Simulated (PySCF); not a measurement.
This PySCF input asks for the NMR shieldings of `BC[C@@H](B)C`, C3H10B2; the geometry comes from GFN2-xTB.

```python
import basis_set_exchange as bse
import numpy as np
from pyscf import gto, dft
from pyscf.prop import nmr

atoms = """
B     2.105216    0.312475   -0.000453
C     0.819268   -0.541140    0.271209
C    -0.485145   -0.085092   -0.440300
B    -1.467722   -1.288827   -0.199901
C    -0.923069    1.262488    0.135420
H     2.187792    1.007193   -0.937400
H     3.019214    0.206922    0.722813
H     1.077026   -1.551284   -0.075836
H     0.615803   -0.657538    1.339145
H    -0.239690    0.062735   -1.496262
H    -2.174363   -1.301660    0.732363
H    -1.438768   -2.216847   -0.912818
H    -0.137576    2.006935    0.011092
H    -1.142968    1.173165    1.197325
H    -1.819430    1.618465   -0.368310
"""
names = dict.fromkeys(["B", "C", "H"], "pcSseg-1")
basis = {el: gto.basis.parse(bse.get_basis(n, elements=[el], fmt="nwchem")) for el, n in names.items()}
mol = gto.M(atom=atoms, basis=basis, charge=0, verbose=0)
mf = dft.RKS(mol, xc="PBE0")
mf.grids.level = 2
mf.grids.alignment = dft.numint.BLKSIZE   # the property module wants whole blocks of grid points
mf.conv_tol = 1e-9
mf.kernel()

calc = nmr.RKS(mf)   # GIAO
C = mf.mo_coeff
Co = C[:, mf.mo_occ > 0]
resp = mf.gen_response(singlet=True, hermi=2)
def vind(x):   # induced exchange potential for any number of trial vectors
    d = np.einsum("pi,xij,qj->xpq", C, 2 * x.reshape(-1, C.shape[1], Co.shape[1]), Co, optimize=True)
    return np.einsum("xpq,pi,qj->xij", resp(d - d.transpose(0, 2, 1)), C, Co, optimize=True).ravel()
mo1, _ = nmr.rhf.solve_mo1(calc, with_cphf=vind)
sigma = calc.kernel(mo1)
for i, s in enumerate(sigma):   # ppm
    w = np.linalg.eigvalsh((s + s.T) / 2)
    print("%2d %-2s iso %8.1f  s11 %8.1f  s22 %8.1f  s33 %8.1f" % (i, mol.atom_pure_symbol(i), w.mean(), *w))
```

Q: What does it print?

A: 
```
 0 B  iso      5.5  s11    -75.1  s22    -32.8  s33    124.5
 1 C  iso    159.8  s11    125.5  s22    152.6  s33    201.4
 2 C  iso    150.2  s11    122.6  s22    150.8  s33    177.1
 3 B  iso     15.9  s11    -53.4  s22    -23.3  s33    124.4
 4 C  iso    162.3  s11    146.4  s22    157.0  s33    183.5
 5 H  iso     23.3  s11     14.0  s22     27.1  s33     28.9
 6 H  iso     23.5  s11     16.0  s22     26.8  s33     27.7
 7 H  iso     31.2  s11     24.9  s22     30.0  s33     38.6
 8 H  iso     30.3  s11     25.5  s22     29.6  s33     35.7
 9 H  iso     29.1  s11     24.5  s22     28.4  s33     34.5
10 H  iso     24.4  s11     16.6  s22     27.8  s33     28.7
11 H  iso     24.1  s11     17.2  s22     26.8  s33     28.4
12 H  iso     30.6  s11     26.2  s22     29.5  s33     36.3
13 H  iso     30.7  s11     27.2  s22     28.8  s33     36.0
14 H  iso     30.2  s11     26.3  s22     27.3  s33     37.1
```

These numbers come from an equivalent density-fitted implementation of the same equations, which agrees with the script to about 0.01 ppm for H and up to a few tenths of a ppm for heavy atoms, so last digits may differ.

Size and cost of the density-fitted run: 135 basis functions, 30 s wall time on 1 thread of an Arm Neoverse N1, shared host; peak memory 0.63 GiB.
